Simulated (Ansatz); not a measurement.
# A basis-limit estimate, worked out

An elementary step of Si2NH9O2F2, singlet (Si₂H₄OF₂ ([F][SiH]([F])[O][SiH3]) + H₂O + NH₃ → SiNH₃F₂ ([NH2][SiH]([F])[F]) + SiH₄O ([OH][SiH3]) + H₂O; bonds formed: O2–H9, H7–O10; dative contacts that become bonds: Si1–N8; bonds broken: Si1–O2, H7–N8, H9–O10). “Start” is the structure reached by relaxing down from the saddle towards the reactants; PBE0-D4/def2-TZVP structures. The saddle:

Si1  (0.264, -0.020, 1.361)
O2  (0.229, -0.468, -0.507)
Si3  (0.158, -1.971, -1.196)
F4  (0.238, 0.434, 2.936)
F5  (-0.360, -1.480, 1.616)
H6  (1.713, 0.198, 1.188)
H7  (-0.343, 1.800, -0.291)
N8  (-0.860, 1.314, 0.870)
H9  (0.275, 0.577, -1.120)
O10  (0.104, 1.733, -1.358)
H11  (1.158, -2.871, -0.573)
H12  (-1.198, -2.557, -1.067)
H13  (0.476, -1.795, -2.637)
H14  (-1.757, 0.948, 0.564)
H15  (-1.031, 1.948, 1.641)
H16  (0.934, 2.210, -1.429)
(Å)

Ansatz 0.2.0; basis: def2-TZVPP and def2-QZVPP; cores frozen in the correlated methods.

Energies in eV:

| quantity | saddle | start |
| --- | --- | --- |
| Hartree–Fock, triple zeta (X = 3) | -26845.47710 | -26846.73611 |
| Hartree–Fock, quadruple zeta (X = 4) | -26846.51498 | -26847.78498 |
| MP2 correlation, X = 3 | -41.19757 | -40.63389 |
| MP2 correlation, X = 4 | -44.63570 | -44.08346 |
| CCSD(T) correlation, X = 3 | -43.61409 | -43.12174 |

Work out the barrier at the basis limit: extrapolate Hartree–Fock as E(X) = E∞ + A exp(−7.88 √X) and the MP2 correlation as E(X) = E∞ + B X^−2.97 (the exponents that Neese and Valeev fitted for def2-TZVPP and QZVPP), then add CCSD(T) − MP2 in triple zeta.

Each step is linear, so take the differences first (saddle − start): Hartree–Fock 1.25901 (X = 3) and 1.27000 (X = 4); MP2 correlation -0.56368 and -0.55224; CCSD(T) correlation -0.49235.
Two points give E∞ = E(4) + w [E(4) − E(3)], with w = 1/(exp(7.88 (2 − √3)) − 1) = 0.1377 for Hartree–Fock and w = 1/((4/3)^2.97 − 1) = 0.7407 for the correlation.
Hartree–Fock: 1.27000 + 0.1377 × 0.01099 = 1.2715 eV.
MP2 correlation: -0.55224 + 0.7407 × 0.01144 = -0.5438 eV.
CCSD(T) − MP2: -0.49235 − (-0.56368) = 0.0713 eV.
Sum: 1.2715 + (-0.5438) + 0.0713 = 0.7990 eV, or 18.43 kcal/mol. Plain CCSD(T) in triple zeta gives 0.7667 eV, so the larger basis shifts the result by 0.0323 eV.

The T1 diagnostic stays at or below 0.012.

Labels in which every atom is bracketed show which atoms are joined, not bond orders.

For scale, one of the runs: CCSD(T)/def2-TZVPP, 365 basis functions, launched by `ansatz run in.yaml --threads 4 --pin off --events-out ev --progress --plain --max-ram 46080MiB --backend cuda --devices 0, --max-vram 37GiB`. The run took 19 s on 4 CPU threads of an AMD EPYC 7R13 and a share of one NVIDIA H100 (shared host), with 0.88 GiB of host memory at its peak.
